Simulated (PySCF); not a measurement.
# Working out the ionisation energy of Ru⁺

Ru⁺ [Kr] 4d7 (4F) → Ru²⁺ [Kr] 4d6 (5D). Computed with PySCF 2.14 in cc-pVDZ-PP with ECP28MDF (4s4p3d1f, 38 functions), with a scalar-relativistic core potential. Frozen: 4s2 4p6. Energies in hartree (1 hartree = 27.21139 eV):

```json
{"part": "UHF", "Ru⁺ (lower)": "-93.580830", "Ru²⁺ (upper)": "-93.032934"}
{"part": "MP2 opposite-spin", "Ru⁺ (lower)": "-0.064477", "Ru²⁺ (upper)": "-0.030506"}
{"part": "MP2 same-spin", "Ru⁺ (lower)": "-0.048233", "Ru²⁺ (upper)": "-0.043107"}
```

**Question.** What does Hartree-Fock give?

**Answer.** (-93.032934) − (-93.580830) = 0.547896 hartree = 14.909 eV.

**Question.** What do MP2 and SCS-MP2 (6/5 opposite-spin, 1/3 same-spin) give?

**Answer.** The opposite-spin parts differ by 0.924 eV and the same-spin parts by 0.139 eV. MP2: 14.909 + (0.924) + (0.139) = 15.972 eV. SCS-MP2: 14.909 + 1.2 × (0.924) + (0.139)/3 = 16.064 eV.

Reference: 16.76 ± 0.06 eV (semi-empirical (NIST evaluation); NIST Atomic Spectra Database, ionization energies), between the lowest levels; spin-orbit coupling is absent from the calculation.

A double-zeta basis recovers only part of the correlation energy.

What remains against the reference includes basis incompleteness, the frozen core and correlation beyond second order.
